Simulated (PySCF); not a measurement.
C2HBrClF, SMILES Br/C(=C/F)Cl. Geometry optimised at PBE-D3(BJ)/def2-SVP.

Computed equilibrium geometry at PBE-D3(BJ)/def2-SVP (PySCF confirms it by a frequency run) as Cartesian coordinates in Å, and its point group:
point group Cs.
```xyz
6

F     -1.1956    -2.4674     0.0000
C     -1.2035    -1.1331     0.0000
C     -0.0624    -0.4111     0.0000
Cl     1.4915    -1.1548     0.0000
Br    -0.1370     1.4794     0.0000
H     -2.2046    -0.6750     0.0000
```
Charge 0, spin multiplicity 1.
